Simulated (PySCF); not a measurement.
# How good is the calculation?

Molfile (atoms numbered from 1):
```
C9H13N
     RDKit          3D

 23 23  0  0  0  0  0  0  0  0999 V2000
   -1.7164   -0.7962    1.1154 C   0  0  0  0  0  0  0  0  0  0  0  0
   -0.9900   -0.0363    0.0056 C   0  0  0  0  0  0  0  0  0  0  0  0
   -1.4195   -0.6174   -1.3494 C   0  0  0  0  0  0  0  0  0  0  0  0
   -1.3887    1.4446    0.0833 C   0  0  0  0  0  0  0  0  0  0  0  0
    0.5275   -0.1478    0.1342 C   0  0  0  0  0  0  0  0  0  0  0  0
    1.1628   -0.8641    1.1519 C   0  0  0  0  0  0  0  0  0  0  0  0
    2.5573   -0.9144    1.1962 C   0  0  0  0  0  0  0  0  0  0  0  0
    3.3486   -0.3131    0.3153 N   0  0  0  0  0  0  0  0  0  0  0  0
    2.7507    0.3711   -0.6583 C   0  0  0  0  0  0  0  0  0  0  0  0
    1.3703    0.4831   -0.7913 C   0  0  0  0  0  0  0  0  0  0  0  0
   -1.4822   -1.8715    1.0957 H   0  0  0  0  0  0  0  0  0  0  0  0
   -1.4617   -0.4058    2.1124 H   0  0  0  0  0  0  0  0  0  0  0  0
   -2.8042   -0.6916    0.9864 H   0  0  0  0  0  0  0  0  0  0  0  0
   -0.9618   -0.0758   -2.1902 H   0  0  0  0  0  0  0  0  0  0  0  0
   -2.5129   -0.5515   -1.4635 H   0  0  0  0  0  0  0  0  0  0  0  0
   -1.1296   -1.6759   -1.4332 H   0  0  0  0  0  0  0  0  0  0  0  0
   -2.4817    1.5503   -0.0024 H   0  0  0  0  0  0  0  0  0  0  0  0
   -0.9308    2.0342   -0.7244 H   0  0  0  0  0  0  0  0  0  0  0  0
   -1.0758    1.8867    1.0415 H   0  0  0  0  0  0  0  0  0  0  0  0
    0.5909   -1.3886    1.9176 H   0  0  0  0  0  0  0  0  0  0  0  0
    3.0540   -1.4772    1.9957 H   0  0  0  0  0  0  0  0  0  0  0  0
    3.4092    0.8647   -1.3828 H   0  0  0  0  0  0  0  0  0  0  0  0
    0.9610    1.0646   -1.6203 H   0  0  0  0  0  0  0  0  0  0  0  0
  1  2  1  0
  2  3  1  0
  2  4  1  0
  2  5  1  0
  5  6  2  0
  6  7  1  0
  7  8  2  0
  8  9  1  0
  9 10  2  0
 10  5  1  0
  1 11  1  0
  1 12  1  0
  1 13  1  0
  3 14  1  0
  3 15  1  0
  3 16  1  0
  4 17  1  0
  4 18  1  0
  4 19  1  0
  6 20  1  0
  7 21  1  0
  9 22  1  0
 10 23  1  0
M  END
```

Published estimates (parent shift plus substituent increments) and measurements: δ ¹³C C5 159.8; C7/C9 150.7; C6/C10 121.1 ppm (estimated from measurements, as parent shift plus tabulated substituent increment; solution, not stated per compound (mostly CDCl3 or CCl4); Pretsch, Buehlmann, Badertscher, Structure Determination of Organic Compounds, 4th ed. (2009)).

One conformer, rapidly exchanging positions averaged, no relativistic terms, isolated molecule. Geometry: PBE0-D3(BJ)/def2-SVP; shieldings: GIAO CAM-B3LYP/pcSseg-1; PySCF 2.14.0 with density-fitted response routines.

Task: What does the calculation give, and how does it compare?

Result: 
Reference values: estimated from measurements, as parent shift plus tabulated substituent increment (solution, not stated per compound (mostly CDCl3 or CCl4); Pretsch, Buehlmann, Badertscher, Structure Determination of Organic Compounds, 4th ed. (2009)).
```
 atoms  quantity  reference  computed
    C5     δ ¹³C      159.8     169.6
 C7/C9     δ ¹³C      150.7     159.5
C6/C10     δ ¹³C      121.1     128.8
```

Computed shifts are σ(ref) − σ with the named reference compound (TMS for H and C) calculated as an isolated molecule at the same level.

Task: How far are the unscaled ¹³C shifts from the references?

Result: Mean signed difference +8.77 ppm, mean absolute 8.77 ppm over 3 comparisons; the largest is +9.8 ppm at C5 (substituted aromatic carbon).
